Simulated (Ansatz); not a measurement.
C$_{2}$H$_{8}$BGeN, SMILES `B[CH]([GeH3])C=N`. Total charge 0; spin multiplicity 1. All single points use the PBE0-D4/def2-TZVP geometry. It is one conformer, not always the lowest.

```xyz
13

B     1.266    0.957   -0.274
C     0.023    0.393    0.412
Ge    0.521   -1.483   -0.192
C    -1.319    0.712   -0.134
N    -2.382    0.943    0.512
H     1.216    1.267   -1.431
H     2.306    1.023    0.313
H     0.037    0.343    1.503
H     1.900   -1.483   -0.879
H    -0.545   -1.951   -1.186
H     0.575   -2.356    1.064
H    -1.375    0.776   -1.226
H    -2.222    0.860    1.518
```

Task: What is the dipole moment at ωB97M-V/def2-TZVPP? (An estimate is asked.)

Result: Ansatz gave: 2.61 D, with components (1.90, -1.65, 0.70) D in this frame, pointing from negative to positive charge.

Task: And with PBE, r2SCAN, B3LYP? (Estimate.)

Result: The calculation gave: PBE 2.53 D, r2SCAN 2.58 D, B3LYP 2.59 D.

Task: Give the Mulliken charges with ωB97M-V, r2SCAN, B3LYP in def2-TZVPP. (Best estimate.)

Result: Computed: 
| atom | ωB97M-V | r2SCAN | B3LYP |
| --- | --- | --- | --- |
| B1 | -0.27 | -0.12 | -0.17 |
| C2 | -0.24 | -0.09 | -0.12 |
| Ge3 | 0.07 | 0.14 | 0.12 |
| C4 | -0.02 | 0.02 | -0.07 |
| N5 | -0.23 | -0.31 | -0.24 |
| H6 | 0.10 | 0.02 | 0.04 |
| H7 | 0.10 | 0.02 | 0.04 |
| H8 | 0.13 | 0.08 | 0.10 |
| H9 | 0.04 | 0.00 | 0.01 |
| H10 | 0.05 | 0.02 | 0.02 |
| H11 | 0.04 | 0.01 | 0.02 |
| H12 | 0.12 | 0.08 | 0.11 |
| H13 | 0.11 | 0.14 | 0.13 |

B3LYP here is the variant with VWN-RPA as its local correlation; programs differ in this.
